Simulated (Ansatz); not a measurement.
Geometry optimisation, Ansatz, RKS PBE-D4/cc-pVDZ.

input.yaml

```yaml
crystal:
  periodic: [false, false, false]
  atoms:
    - { symbol: F, position_ang: [-2.0058, 0.1331, 1.4753] }
    - { symbol: Si, position_ang: [-1.7228, -0.5799, 0.0879] }
    - { symbol: C, position_ang: [0.0589, -0.3467, -0.2729] }
    - { symbol: Si, position_ang: [0.69208, 1.20747, 0.5814] }
    - { symbol: C, position_ang: [0.92099, -1.07472, -1.04298] }
    - { symbol: Si, position_ang: [0.60084, -2.64364, -2.01488] }
    - { symbol: H, position_ang: [-2.494, 0.0357, -0.9956] }
    - { symbol: H, position_ang: [-2.0442, -1.9905, 0.2383] }
    - { symbol: H, position_ang: [0.29135, 1.06899, 2.00984] }
    - { symbol: H, position_ang: [2.08372, 1.36122, 0.43966] }
    - { symbol: H, position_ang: [-0.06422, 2.38757, 0.01669] }
    - { symbol: H, position_ang: [1.96783, -0.79142, -1.19375] }
    - { symbol: H, position_ang: [-0.14378, -3.64882, -1.12808] }
    - { symbol: H, position_ang: [-0.21792, -2.33792, -3.23985] }
    - { symbol: H, position_ang: [1.89352, -3.1928, -2.42645] }
basis:
  gaussian: { orbitals: cc-pVDZ }
hamiltonian:
  xc: pbe
  dispersion: d4
relax:
  f_tol: 0.015
  max_steps: 40
```

Launched with:

```bash
$ ansatz run input.yaml --threads 2 --pin off --max-ram 3072MiB --backend cpu --events-out ev --progress --plain --runs-dir out
```

Q: Where does it end, and by what steps?

A: The run converged. The force dipped under the threshold on the way, but the program's further checks kept it going. After 25 steps the energy has fallen by 0.570 eV; H14 moved furthest, 1.59 Å.

| step | energy less start (eV) | largest force component (eV/Å) | accepted |
| --- | --- | --- | --- |
| 0 | 0.0000 | 2.478 | yes |
| 1 | -0.4029 | 1.280 | yes |
| 2 | -0.4839 | 0.197 | yes |
| 3 | -0.4819 | 0.287 | no |
| 4 | -0.4926 | 0.088 | yes |
| 5 | -0.4986 | 0.042 | yes |
| 6 | -0.5028 | 0.138 | yes |
| 7 | -0.5042 | 0.089 | yes |
| 8 | -0.5064 | 0.027 | yes |
| 9 | -0.5072 | 0.109 | yes |
| 10 | -0.5096 | 0.045 | yes |
| 11 | -0.5113 | 0.037 | yes |
| 12 | -0.5137 | 0.160 | yes |
| 13 | -0.5194 | 0.128 | yes |
| 14 | -0.5326 | 0.133 | yes |
| 15 | -0.5340 | 0.268 | yes |
| 16 | -0.5510 | 0.213 | yes |
| 17 | -0.5575 | 0.164 | yes |
| 18 | -0.5622 | 0.137 | yes |
| 19 | -0.5636 | 0.147 | yes |
| 20 | -0.5662 | 0.099 | yes |
| 21 | -0.5684 | 0.013 | yes |
| 22 | -0.5694 | 0.034 | yes |
| 23 | -0.5697 | 0.054 | yes |
| 24 | -0.5700 | 0.026 | yes |
| 25 | -0.5701 | 0.013 | yes |

```xyz
15
Properties=species:S:1:pos:R:3
F -2.349 0.682 0.661
Si -1.756 -0.574 -0.274
C 0.117 -0.317 -0.246
Si 0.736 1.184 0.756
C 1.009 -1.127 -0.884
Si 0.545 -2.648 -1.908
H -2.359 -0.424 -1.647
H -2.192 -1.858 0.384
H 0.333 1.066 2.204
H 2.243 1.207 0.650
H 0.172 2.468 0.202
H 2.090 -0.891 -0.806
H 1.157 -3.896 -1.319
H -0.960 -2.782 -1.906
H 1.029 -2.503 -3.331
```

Time of the run: 68 s on 2 threads of Intel(R) Xeon(R) Platinum 8488C (Sapphire Rapids), with other jobs on the host, peak memory 0.24 GiB.
